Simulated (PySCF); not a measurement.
Species: C8H10P2.
SMILES with atom numbers: `[CH3:1][c:2]1[p:3][cH:4][cH:5][p:6][c:7]1[CH:8]1[CH2:9][CH2:10]1`

Probes without a nucleus sit at each ring's centroid and 1 Å off its mean plane on both sides; NICS is minus the shielding there, NICSzz its component along the normal. Level: GIAO PBE0/pcSseg-1 (PySCF, non-relativistic, gas phase) on the GFN2-xTB geometry, one conformer.

Rings: 1. C2–P3–C4–C5–P6–C7; 2. C8–C9–C10.

| set | NICS(0) | NICS(1), two faces | NICS(1)zz, two faces |
| --- | --- | --- | --- |
| P | -42.1 | -7.9 / -7.7 | -19.4 / -21.7 |
| Q | -6.5 | -10.1 / -9.9 | -23.7 / -24.2 |

Problem. Which set (ppm) belongs to which ring?

Solution. P = 2, Q = 1.
- 1 (6-membered ring with 2 P; formal bonds all aromatic): mean NICS(1)zz -23.9 ppm, shielded.
- 2 (3-membered carbocycle; formal bonds all single): mean NICS(1)zz -20.6 ppm, shielded. C8, C9, C10 have four or more neighbours, so the value isn't read as a sign of a π ring current.

Problem. How do the rings differ in shape?

Solution. 
```tsv
ring	bond lengths (Å)	rms pucker (Å)	HOMA	nearest outside atom to a NICS(1) probe (Å)
1	1.753, 1.732, 1.370, 1.733, 1.755, 1.384	0.01	0.81	hydrogen 2.79
2	1.506, 1.496, 1.498	0.00	–	hydrogen 1.42
```

HOMA = 1 − mean of α(R − Ropt)² over the ring bonds, with Krygowski's 1993 parameters (CC: Ropt 1.388 Å, α 257.7 Å⁻²; CP: Ropt 1.698 Å, α 118.91 Å⁻²). A dash marks a ring with a four-coordinate atom, a triple bond, no multiple bond or a kind of bond without parameters.

Cost: about 2 min of CPU time on one thread; the machine was shared, so the figure is rough. This is the whole shielding run at PBE0/pcSseg-1, SCF included.

Shape of the structure used: `[CH3:1][c:2]1[p:3][cH:4][cH:5][p:6][c:7]1[CH:8]1[CH2:9][CH2:10]1`: P6–C7–C8–C9 -95°.
